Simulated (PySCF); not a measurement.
Species: C3H5ClFSi (doublet state).
Geometry (GFN2-xTB, Å), atoms numbered from 1 in this order:
```xyz
11
C3H5ClFSi angstrom
F     -1.245    2.160   -0.468
C     -0.967    1.035    0.266
C      0.050    0.089   -0.202
Si     1.798   -0.483   -0.051
C     -1.346   -0.292   -0.320
Cl    -2.016   -1.552    0.751
H     -1.100    1.255    1.322
H      2.105   -1.261   -1.250
H      1.935   -1.328    1.141
H      2.630    0.711    0.068
H     -1.838   -0.332   -1.284
```

Identity: `F[C@@H]1[C]([SiH3])[C@H]1Cl` [radical].

Method used: PySCF, UKS B3LYP, pcH-1 on C Cl F H Si, non-relativistic, mean-field spin-orbit, GIAO. Isolated species at its GFN2-xTB geometry, gas phase. The geometry wasn't refined by DFT: couplings that depend on bond lengths, twists or pyramidal angles can differ widely from those at the functional's own minimum. The SCF solution wasn't tested for stability.

Problem. The isotropic 1H couplings, averaged over equivalent nuclei, are +96.2, +53.9, +40.0 MHz. Assign them to H7; H8/H9/H10; H11.

Solution. 
| site | a_iso (MHz) | ρ(0) (bohr⁻³) | position | distance from C3 (Å) | bound to | spin population there | largest \|T\| (MHz) |
| --- | --- | --- | --- | --- | --- | --- | --- |
| H7 | +53.9 | +0.0121 | β, 2 bonds from C3 | 2.24 | C2 | -0.03 | 6.9 |
| H8/H9/H10 | +40.0 | +0.0089 | β, 2 bonds from C3 | 2.68 | Si4 | -0.04 | 5.3 |
| H11 | +96.2 | +0.0215 | β, 2 bonds from C3 | 2.22 | C5 | -0.06 | 7.4 |

ρ(0) is the spin density at the nucleus and T the dipolar tensor; a_iso includes a spin–orbit part; entries for several nuclei are means. The Mulliken spin populations are largest on C3 (+0.92), Cl6 (+0.07) and C5 (-0.06). No atom but C3 exceeds +0.15. The angles at C3 add up to 354.8°, so it is nearly planar.

Nuclei that the bonding pattern makes equivalent are averaged, as if the motion that swaps them (rotation, inversion, ring flip) were fast. The three 1H nuclei of mean +40.0 MHz run from 3.4 to 84.4 MHz in the frozen geometry.

The run took 26 s of wall time (grids of density and orbitals included) on one thread, AMD EPYC 9R45 (x86_64), no GPU (shared host), and the process peaked at 0.83 GiB of memory.
